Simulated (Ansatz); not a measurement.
**Relative stability**

The two ends of one reaction step of CH$_{7}$FSn, singlet (PBE0-D4/def2-TZVP).

A:

```
10
angstrom
Sn -0.9902 1.9179 0.0158
C 0.8917 -1.8833 -0.0893
H -1.3234 0.5504 -0.9366
H -2.2274 2.3090 1.1149
H -0.4129 3.2495 -0.8704
H 1.0559 -0.9790 0.4962
F 0.4964 1.3991 1.1287
H -0.1174 -2.2566 0.0871
H 1.0140 -1.6611 -1.1498
H 1.6132 -2.6459 0.2034
```

B:

```xyz
10
angstrom
Sn -0.9098 0.5832 -0.3493
C 0.0254 -1.3312 -0.2699
H -1.5722 0.9169 -1.8855
H -2.1013 0.7674 0.8565
H 0.2873 1.7993 -0.0637
H 1.5530 1.3314 0.9512
F 2.1498 0.9095 1.5268
H -0.7272 -2.1167 -0.3334
H 0.7228 -1.4352 -1.1006
H 0.5721 -1.4246 0.6678
```

Ansatz 0.2.0; basis: def2-TZVPP; cores frozen in the correlated methods. Filled d shells of the heavier atoms are correlated. Core potentials replace the inner electrons of the atoms past krypton. The def2 sets are not built for correlating such inner shells, so the correlated values are less sure here. B3LYP uses VWN-RPA correlation.

Which structure is lower at CCSD(T), and by how much? (Judge from chemistry; the value comes from the calculation.)

The calculation gives: A, by 0.644 eV (electronic energy, against the other). By their contacts, A is a complex of SnH₃F ([F][SnH3]) + CH₄ and B is a complex of CH₆Sn ([CH3][SnH3]) + HF.

All methods give the same order:

```csv
method,E(B) − E(A) (eV)
SPW92,0.508
PBE-D4,0.680
BLYP-D4,0.815
r2SCAN-D4,0.787
B97M-V,0.897
PBE0-D4,0.662
B3LYP-D4,0.793
r2SCAN0-D4,0.733
BHLYP-D4,0.812
CAM-B3LYP-D4,0.820
wB97X-V,0.794
wB97M-V,0.744
B2PLYP,0.782
PBE-QIDH,0.650
RPA on PBE,0.690
HF,0.980
MP2,0.601
CCSD,0.674
CCSD(T),0.644
```

No T1 diagnostic of these runs exceeds 0.013.

Labels in which every atom is bracketed show which atoms are joined, not bond orders.

For scale, one of the runs: CCSD(T)/def2-TZVPP, 210 basis functions, launched by `ansatz run in.yaml --threads 4 --pin off --events-out ev --progress --plain --max-ram 9574MiB`. The run took 110 s on 4 CPU threads of an Intel Xeon (shared host), with 3.3 GiB of host memory at its peak.
